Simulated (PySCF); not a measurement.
**Correlation energy of Ne²⁺ (neon, charge +2)**

Starting occupation: [He] 2s2 2p4, 2p1/2 with m_j = -1/2, +1/2, 2p3/2 with m_j = +1/2, +3/2. Computed with PySCF 2.14 in x2c-QZVPPall-2c (7s4p3d2f1g, 57 functions), with X2C-1e with screened-nucleus spin-orbit coupling, Gaussian nucleus. Frozen: 1s2; 6 electrons correlated; the 2 highest virtual spinors left out.

MP2 pair energies summed by pair of shells (mhartree):

```json
{"pair": "2p-2s", "energy": "-75.54", "share (%)": "46.9"}
{"pair": "2p-2p", "energy": "-74.79", "share (%)": "46.4"}
{"pair": "2s-2s", "energy": "-10.85", "share (%)": "6.7"}
```

Total MP2 correlation energy: -161.19 mhartree.

The GHF reference relaxed away from the jj start to a determinant that is no pure jj level (⟨S²⟩ = 2.00, ⟨J²⟩ = 6.00); the energies belong to that determinant.
